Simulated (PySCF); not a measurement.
Stepwise substitution at one centre (B Br-I). Isolated molecules, 0 K electronic values unless said otherwise. Strings in code marks are SMILES.

Quantity: vertical ionisation energy (energy after one electron is removed minus that of the parent at the parent's geometry), in eV.

Case: `BrB(Br)I`. Geometry of `BrB(Br)I` (neutral, multiplicity 1, Å):

```xyz
4

Br    -0.9785     1.6687    -0.0070
B     -0.0534     0.0011    -0.0002
Br    -1.0409    -1.6302    -0.0007
I      2.0728    -0.0396     0.0079
```

Give the vertical ionisation energy (energy after one electron is removed minus that of the parent at the parent's geometry) at the level B3LYP-D3(BJ)/def2-TZVP (PySCF).

9.69 eV.
